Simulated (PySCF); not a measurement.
An unknown gives this computed stick spectrum. Method: TDDFT B3LYP/def2-SVPD, vertical, gas phase, core orbitals frozen in the response in PySCF. Geometries: GFN2-xTB, one conformer each.

| state | E (eV) | f |
| --- | --- | --- |
| S1 | 5.45 | 0.053 |
| S2 | 5.90 | 0.033 |
| S3 | 6.05 | 0.0001 |
| S4 | 6.24 | 0.0038 |
| S5 | 6.52 | 0.0015 |
| S6 | 6.68 | 0.0073 |
| S7 | 7.07 | 0.018 |
| S8 | 7.14 | 0.0037 |

Triplets computed (Tamm–Dancoff): 3.60, 5.83, 5.86 eV.

Question: Which structure fits? All have the formula C7H8.
A. `C[C@@]12C=C[C@H]3[C@@H]1[C@H]32`
B. `C1=CC2(C=C1)CC2`
C. `C1C=CC=CC=C1`

Answer: A. Its S1, at 5.45 eV, is the highest among the candidates; the nearest of the others has S1 at 4.83 eV. S1 is HOMO→LUMO (96%). Löwdin shares by element: HOMO carbon 76% or more (atoms not listed hold the other 24%); LUMO carbon 72% or more (atoms not listed hold the other 28%). At the same level the other candidates give, for their lowest levels:
- `C1=CC=CCC=C1`: 4.83 eV (f 0.103); 5.02 eV (f 0.007); 6.08 eV (f 0.001); 6.35 eV (f 0.017); 6.38 eV (f 0.299); T1 3.29 eV; HOMO -6.34, LUMO -1.03 eV
- `C1=CC2(C=C1)CC2`: 4.70 eV (f 0.056); 5.80 eV (f 0.000); 6.03 eV (f 0.170); 6.30 eV (f 0.000); 6.38 eV (f 0.018); T1 3.02 eV; HOMO -5.96, LUMO -0.82 eV
